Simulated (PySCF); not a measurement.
C₂H₇NOSi₂. Atoms are numbered in the order given.

```xyz
13

Si    -0.1292    -2.4105     0.0000
C      0.1342    -0.5328     0.0000
N      1.2907    -0.0009     0.0000
C      1.2640     1.4625     0.0000
Si    -0.5904     1.8818     0.0000
O     -1.0083     0.2165     0.0000
H     -0.9122    -2.7846     1.2143
H     -0.9122    -2.7846    -1.2143
H      1.1932    -3.0917     0.0000
H      1.8105     1.8409    -0.8798
H      1.8105     1.8409     0.8798
H     -1.1367     2.5381     1.2199
H     -1.1367     2.5381    -1.2199
```
Charge 0, spin multiplicity 1.

Geometry: PBE0-D3(BJ)/def2-SVP. The structure was generated by enumeration, and PubChem lists no compound with its InChIKey, so it may never have been made. One conformer was computed; it need not be the lowest.

Method: CAM-B3LYP/def2-TZVP (PySCF).

Symmetry labels are those of the subgroup Cs that the program uses (full group Cs).

Computed valence orbital energies around the gap with their symmetry:
| orbital | symmetry | energy (eV) |
|---|---|---|
| HOMO−7 | A" | -12.85 |
| HOMO−6 | A" | -11.67 |
| HOMO−5 | A' | -11.42 |
| HOMO−4 | A' | -11.11 |
| HOMO−3 | A" | -11.09 |
| HOMO−2 | A' | -10.86 |
| HOMO−1 | A" | -9.04 |
| HOMO | A' | -8.80 |
| LUMO | A' | 0.79 |
| LUMO+1 | A" | 0.83 |
| LUMO+2 | A' | 1.56 |
| LUMO+3 | A' | 1.90 |
